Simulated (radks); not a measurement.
Valence configurations of Ir IV (all share [Xe]). Method: Dirac Kohn-Sham, PBEsol, spin-unpolarised, spherical densities, finite nucleus; open shells fill j = l - 1/2 first; Fermi nuclear charge, rms radius 5.4032 fm; computed with a radial shooting solver on a logarithmic mesh with Libxc functionals. Order these by energy: 4f13 5d6 6p1; 4f13 5d7; 4f14 5d5.5 6s0.5; 4f14 5d5 6p1; 4f14 5d5.5 6p0.5; 4f14 5d5 6s1; 4f13 5d6.5 6s0.5; 4f13.5 5d6 6p0.5; 4f13.5 5d6 6s0.5; 4f14 5d6.

Answer. From the lowest, in eV above it: 4f14 5d6 0.000; 4f14 5d5.5 6s0.5 2.558; 4f14 5d5 6s1 5.394; 4f14 5d5.5 6p0.5 6.367; 4f14 5d5 6p1 13.166; 4f13.5 5d6 6s0.5 31.977; 4f13.5 5d6 6p0.5 35.830; 4f13 5d7 60.569; 4f13 5d6.5 6s0.5 63.746; 4f13 5d6 6p1 75.176. NIST lists [Xe] 4f14 5d6 as the ground configuration; this level of theory agrees among the configurations tried. The energies are those of spherical spin-averaged densities, not of single terms.
